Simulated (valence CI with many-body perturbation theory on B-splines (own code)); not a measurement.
**V II: E2, M1 decay**

Level of theory: valence CI with perturbative core correlation (CI+MBPT): four valence electrons over a frozen Dirac-Fock core [Ar], radial functions for each j: 9 s, 9 p, 10 d, 8 f, 5 g, 3 h, 1 i, with the one-electron correlation potential Σ1 (screened to all orders), the two-electron term Σ2, the three-electron term Σ3, Breit, model QED; selected single and double excitations, second order for the rest, scaled by the run's own slope (own B-spline code, finite nucleus).

Against 12 measured levels this calculation errs by 831 cm⁻¹ on average and by 1312 at most. These come from a selection out of the NIST Handbook of Basic Atomic Spectroscopic Data. Levels without a partner in it may be off by more, other configurations by 1,000 to 4,000 cm⁻¹. Among the levels kept, up to 570 cm⁻¹ of a level comes from second order outside the variational space, and about a tenth of that is noise between levels of different J, which matters for small intervals.

Lines 1 to 50 of 91 in falling wavelength, among levels below 31474 cm⁻¹, chosen from the decays that carry over 1 % of a level's rate. Wavelengths and rates use the calculated energies, so an error of 800 cm⁻¹ moves a line at 17460 Å by 14 % and its rate by three times that or more. Electric multipoles are in the length gauge, E1 and E2 with the static RPA response of the core. Weak lines are less certain than strong ones. Lines between different terms over intervals too small for the method are left out, as are lines whose strength nearly cancels and 10 of this kind that miss the measured wavelength by over 7 %. Where a level lies close to another of its J and parity, the split of strength between their lines is uncertain. Branching is blank where the lifetime is uncertain.

Names give the largest LS component (configuration and term), which can be under half, so a name can repeat, a term be missing and a line seem to break the LS rules; names also repeat where a configuration has a term twice. Letters in brackets count levels of one name in rising energy.

| λ vac (Å) | λ from measured levels | Upper | Lower | Type | A (s⁻¹) | Branch % |
| --- | --- | --- | --- | --- | --- | --- |
| 1.354e+06 | 1.417e+06 | 3d⁴ ⁵D_2 | 3d⁴ ⁵D_1 | M1 | 2.29e-05 | 100.0 |
| 1.240e+06 |  | 3d⁴ ³H_6 | 3d⁴ ³H_5 | M1 | 1.18e-05 | 1.1 |
| 9.888e+05 | 9.779e+05 | 3d⁴ ⁵D_3 | 3d⁴ ⁵D_2 | M1 | 4.80e-05 | 100.0 |
| 8.258e+05 | 8.216e+05 | 3d³4s ⁵F_3 | 3d³4s ⁵F_2 | M1 | 1.24e-04 | 94.9 |
| 7.914e+05 | 7.673e+05 | 3d⁴ ⁵D_4 | 3d⁴ ⁵D_3 | M1 | 5.47e-05 | 100.0 |
| 6.478e+05 | 6.272e+05 | 3d³4s ⁵F_4 | 3d³4s ⁵F_3 | M1 | 2.08e-04 | 95.9 |
| 5.445e+05 | 5.141e+05 | 3d³4s ⁵F_5 | 3d³4s ⁵F_4 | M1 | 2.01e-04 | 94.5 |
| 4.990e+05 | 4.959e+05 | 3d³4s ³F_3 [a] | 3d³4s ³F_2 [a] | M1 | 2.08e-04 | 7.3 |
| 4.051e+05 | 3.908e+05 | 3d³4s ³F_4 [a] | 3d³4s ³F_3 [a] | M1 | 3.06e-04 |  |
| 2.595e+05 |  | 3d⁴ ³P_2 | 3d⁴ ³P_1 | M1 | 7.76e-04 | 3.8 |
| 23830 |  | 3d⁴ ³H_5 | 3d³4s ³F_4 [a] | E2 | 5.47e-05 | 4.4 |
| 23390 |  | 3d⁴ ³H_6 | 3d³4s ³F_4 [a] | E2 | 9.87e-04 | 94.9 |
| 22890 |  | 3d⁴ ³H_4 | 3d³4s ³F_3 [a] | E2 | 9.21e-05 | 6.6 |
| 22510 |  | 3d⁴ ³H_5 | 3d³4s ³F_3 [a] | E2 | 1.12e-03 | 90.4 |
| 21880 |  | 3d⁴ ³H_4 | 3d³4s ³F_2 [a] | E2 | 1.26e-03 | 90.0 |
| 18080 |  | 3d³4s ³G_3 | 3d³4s ³F_4 [a] | M1 | 2.57e-04 |  |
| 17810 |  | 3d³4s ³G_4 | 3d³4s ³F_4 [a] | M1 | 1.30e-03 |  |
| 17460 | 17150 | 3d³4s ³F_2 [a] | 3d³4s ⁵F_3 | M1 | 1.20e-04 | 4.4 |
| 17360 |  | 3d³4s ³G_5 | 3d³4s ³F_4 [a] | E2 | 2.81e-03 | 11.3 |
| 17360 |  | 3d³4s ³G_5 | 3d³4s ³F_4 [a] | M1 | 1.76e-03 | 7.1 |
| 17320 | 17030 | 3d³4s ³F_3 [a] | 3d³4s ⁵F_4 | M1 | 5.90e-04 | 20.6 |
| 17310 |  | 3d³4s ³G_3 | 3d³4s ³F_3 [a] | M1 | 2.01e-03 |  |
| 17290 |  | 3d⁴ ³F_3 | 3d³4s ³F_4 [a] | E2 | 5.27e-04 |  |
| 17130 | 16850 | 3d³4s ³F_4 [a] | 3d³4s ⁵F_5 | M1 | 1.64e-03 |  |
| 17100 | 16800 | 3d³4s ³F_2 [a] | 3d³4s ⁵F_2 | M1 | 4.73e-04 | 17.4 |
| 17060 |  | 3d³4s ³G_4 | 3d³4s ³F_3 [a] | E2 | 2.95e-03 |  |
| 16870 | 16580 | 3d³4s ³F_3 [a] | 3d³4s ⁵F_3 | M1 | 3.97e-04 | 13.9 |
| 16850 |  | 3d⁴ ³F_2 | 3d³4s ³F_3 [a] | E2 | 8.03e-04 | 5.3 |
| 16850 |  | 3d⁴ ³F_2 | 3d³4s ³F_3 [a] | M1 | 2.19e-04 | 1.5 |
| 16840 | 16570 | 3d³4s ³F_2 [a] | 3d³4s ⁵F_1 | M1 | 1.83e-03 | 67.1 |
| 16730 |  | 3d³4s ³G_3 | 3d³4s ³F_2 [a] | E2 | 3.39e-03 |  |
| 16730 |  | 3d³4s ³G_3 | 3d³4s ³F_2 [a] | M1 | 1.97e-03 |  |
| 16650 |  | 3d³4s ³G_5 | 3d³4s ³F_3 [a] | E2 | 2.51e-04 | 1.0 |
| 16610 | 16310 | 3d³4s ³F_4 [a] | 3d³4s ⁵F_4 | M1 | 2.17e-04 |  |
| 16580 |  | 3d⁴ ³F_3 | 3d³4s ³F_3 [a] | E2 | 2.10e-03 |  |
| 16580 |  | 3d⁴ ³F_3 | 3d³4s ³F_3 [a] | M1 | 3.45e-04 |  |
| 16530 | 16250 | 3d³4s ³F_3 [a] | 3d³4s ⁵F_2 | M1 | 9.48e-04 | 33.1 |
| 16490 |  | 3d³4s ³G_4 | 3d³4s ³F_2 [a] | E2 | 3.47e-04 |  |
| 16300 |  | 3d⁴ ³F_2 | 3d³4s ³F_2 [a] | E2 | 2.16e-03 | 14.4 |
| 16190 | 15900 | 3d³4s ³F_4 [a] | 3d³4s ⁵F_3 | M1 | 3.60e-04 |  |
| 9888 |  | 3d⁴ ³H_6 | 3d³4s ⁵F_5 | E2 | 1.72e-05 | 1.7 |
| 9788 |  | 3d⁴ ³H_5 | 3d³4s ⁵F_4 | E2 | 1.59e-05 | 1.3 |
| 9712 |  | 3d⁴ ³H_6 | 3d³4s ⁵F_4 | E2 | 2.41e-05 | 2.3 |
| 9643 |  | 3d⁴ ³H_5 | 3d³4s ⁵F_3 | E2 | 2.88e-05 | 2.3 |
| 9598 |  | 3d⁴ ³H_4 | 3d³4s ⁵F_2 | E2 | 1.97e-05 | 1.4 |
| 9195 |  | 3d³4s ⁵P_3 | 3d³4s ⁵F_5 | E2 | 2.23e-02 | 7.3 |
| 9171 |  | 3d⁴ ³P_0 | 3d⁴ ⁵D_1 | M1 | 3.45e-02 | 98.9 |
| 9161 |  | 3d³4s ⁵P_2 | 3d³4s ⁵F_4 | E2 | 1.46e-02 | 4.9 |
| 9109 |  | 3d³4s ⁵P_1 | 3d³4s ⁵F_3 | E2 | 8.45e-03 | 2.9 |
| 9054 |  | 3d⁴ ³P_1 | 3d⁴ ⁵D_2 | M1 | 2.62e-02 | 86.8 |
